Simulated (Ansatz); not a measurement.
Input file for C3H14Si3Zn (`[CH3][Zn][Si@@H]([SiH3])[C@H](C)[SiH3]`):

```yaml
crystal:
  periodic: [false, false, false]
  atoms:
    - {symbol: C, position_ang: [-3.590637, 0.511150, 1.227395]}
    - {symbol: Zn, position_ang: [-1.675782, 0.150525, 1.107698]}
    - {symbol: Si, position_ang: [0.656238, -0.308885, 0.943994]}
    - {symbol: Si, position_ang: [1.039401, -2.618798, 0.862353]}
    - {symbol: C, position_ang: [1.421020, 0.550908, -0.571854]}
    - {symbol: C, position_ang: [1.377663, 2.076109, -0.426751]}
    - {symbol: Si, position_ang: [0.547092, -0.008061, -2.129406]}
    - {symbol: H, position_ang: [-4.152223, -0.412717, 1.389684]}
    - {symbol: H, position_ang: [-3.956238, 0.969760, 0.304796]}
    - {symbol: H, position_ang: [-3.812406, 1.190974, 2.054181]}
    - {symbol: H, position_ang: [1.394140, 0.177280, 2.155006]}
    - {symbol: H, position_ang: [0.149922, -3.288229, -0.127197]}
    - {symbol: H, position_ang: [0.757051, -3.217342, 2.197711]}
    - {symbol: H, position_ang: [2.448099, -2.944085, 0.496733]}
    - {symbol: H, position_ang: [2.462544, 0.212578, -0.641932]}
    - {symbol: H, position_ang: [0.346742, 2.443128, -0.380913]}
    - {symbol: H, position_ang: [1.877769, 2.407291, 0.487794]}
    - {symbol: H, position_ang: [1.862070, 2.578015, -1.269840]}
    - {symbol: H, position_ang: [1.065018, 0.704271, -3.330853]}
    - {symbol: H, position_ang: [-0.910191, 0.299707, -2.007572]}
    - {symbol: H, position_ang: [0.692716, -1.473579, -2.341016]}
basis:
  gaussian: {orbitals: def2-SVP}
correlation: {method: ccsd_t, frozen_orbitals: {C: 1, H: 0, Si: 5, Zn: 9}}
```

```sh
$ ansatz run in.yaml --threads 5 --pin off --events-out ev --progress --plain --max-ram 66560MiB --backend cuda --devices 0, --max-vram 37GiB
```

Output of Ansatz, abridged:

```
Functional definition: HF
1960 factors; integrals over basis functions are off by at most 1.4e-3 eV
mean field evaluation 1: about -75254.8502 eV, gradient 3.7e1 eV
mean field evaluation 2: about -75254.9236 eV, gradient 3.7e1 eV
mean field evaluation 4: about -75259.5465 eV, gradient 4.8e0 eV
mean field evaluation 8: about -75259.6335 eV, gradient 9.7e-2 eV
mean field evaluation 16: about -75259.5517 eV, gradient 1.5e0 eV
mean field -75259.63356149 eV, -2765.7405205729 hartree, gradient 6.5e-6 eV, S^2 0.000000; 0 other end points of the search recorded, 0 dependent functions left out
27 core orbitals not correlated: weight in the atoms' cores, before any rotation towards them, 1.000 or more for the frozen orbitals, at most 0.000 for the correlated occupied ones
reference -75259.63356149 eV, -2765.7405205729 hartree; 25, 25 occupied and 145, 145 virtual orbitals, 1960 factors
second order -28.68286333 eV of doubles, -0.00000000 eV of singles
cycle   1  -29.75284098 eV  change    -1.1e0 eV  update   1.4e-1
cycle   2  -30.67147375 eV  change   -9.2e-1 eV  update   4.7e-2
cycle   3  -30.88070976 eV  change   -2.1e-1 eV  update   2.3e-2
cycle   4  -30.87823919 eV  change    2.5e-3 eV  update   5.9e-3
cycle   5  -30.87516945 eV  change    3.1e-3 eV  update   2.5e-3
cycle   6  -30.87440753 eV  change    7.6e-4 eV  update   6.9e-4
cycle   7  -30.87409488 eV  change    3.1e-4 eV  update   2.4e-4
cycle   8  -30.87401124 eV  change    8.4e-5 eV  update   8.3e-5
cycle   9  -30.87401289 eV  change   -1.6e-6 eV  update   2.8e-5
perturbative correction -0.94701484 eV, -0.0348021534 hartree
Total energy: -75291.45458921 eV, -2766.9099217727 hartree
```

Run time 7.5 s (5 threads of an AMD EPYC 7R13 on a shared host and a share of an NVIDIA H100 80 GB); peak host memory 1.4 GiB.

The correlation energy is -31.821 eV, 3.0 % of it from (T); the T1 diagnostic reads 0.0116.
